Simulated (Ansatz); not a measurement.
Reaction (hydrogenolysis of a B–Br bond): `CB(S)Br` + H₂ → `CBS` + HBr

Program: Ansatz. Geometries: PBE0-D4/def2-TZVP. ΔE: electronic, gas phase. CCSD(T)/CBS is the MP2 limit (def2-TZVPP, def2-QZVPP) plus CCSD(T) − MP2 in def2-TZVPP, frozen cores. This one scheme is used for every species. DFT in def2-TZVPP. B3LYP here is the variant with VWN-RPA as its local correlation; programs differ in this. For Br outer-core shells are correlated without core-valence functions, which leaves a few kJ/mol of doubt a bond. Scalar relativity is left out up to krypton. One conformer a species, not always the lowest.

```tsv
level	ΔE (kJ/mol)	difference from CCSD(T)/CBS
r2SCAN-D4	61.7	1.5
B3LYP-D4	54.9	-5.3
r2SCANh-D4	60.5	0.3
BHLYP-D4	51.8	-8.4
CAM-B3LYP-D4	48.9	-11.3
LC-ωPBE	48.6	-11.6
HF/def2-SVP	30.6	-29.6
MP2/def2-SVP	61.4	1.2
HF/def2-QZVPP	32.1	-28.1
MP2/CBS(def2)	72.4	12.2
CCSD(T)/CBS	60.2	0
```

Largest T1 diagnostic among the species: 0.013.

Leaving LDA and LC-ωPBE aside and taking each functional with its dispersion term where it has one, the values, not all of them listed here, spread over 16.5 kJ/mol, from CAM-B3LYP-D4 to revPBE-D4. LDA lies +4.8 kJ/mol from PBE without D4. The D4 term adds +10.8 kJ/mol with B3LYP and +5.7 kJ/mol with PBE0; it sums over pairs of atoms, weighted by their polarisabilities, and B3LYP, whose exchange is more repulsive, gets the larger term. At CCSD(T), def2-SVP lies −10.1 kJ/mol from the extrapolated value and def2-TZVPP −4.0 kJ/mol.
